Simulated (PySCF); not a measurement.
PySCF 2.14 output of an unrestricted PBE0 calculation on a single atom or ion in 6-31G*, with no relativity, point nucleus:

```
SCF conv_tol = 1e-09
number electrons alpha = 17  beta = 15
    C. Adamo and V. Barone.,  J. Chem. Phys. 110, 6158 (1999)
    M. Ernzerhof and G. E. Scuseria.,  J. Chem. Phys. 110, 5029 (1999)
cycle= 1 E= -2399.76376656042  delta_E= -0.00476  |g|= 0.0542  |ddm|= 0.121
cycle= 2 E= -2399.76395320856  delta_E= -0.000187  |g|= 0.0389  |ddm|= 0.0286
cycle= 3 E= -2399.76412452598  delta_E= -0.000171  |g|= 0.000748  |ddm|= 0.00987
cycle= 4 E= -2399.76412485849  delta_E= -3.33e-07  |g|= 4.33e-05  |ddm|= 0.000921
cycle= 5 E= -2399.76412485902  delta_E= -5.31e-10  |g|= 4.78e-07  |ddm|= 4.11e-05
converged SCF energy = -2399.76412485902  <S^2> = 2.0024963  2S+1 = 3.0016637
```

The run itself started from symmetry-adapted Hartree-Fock orbitals and held the occupation by maximum overlap, on a logarithmic radial grid, so the iterations belong to that start.

Problem. Which element, charge and spin multiplicity is this?

Solution. Se(2+) (selenium, charge +2), multiplicity 3; the state was [Ar] 3d10 4s2 4p2, high-spin 3P determinant.
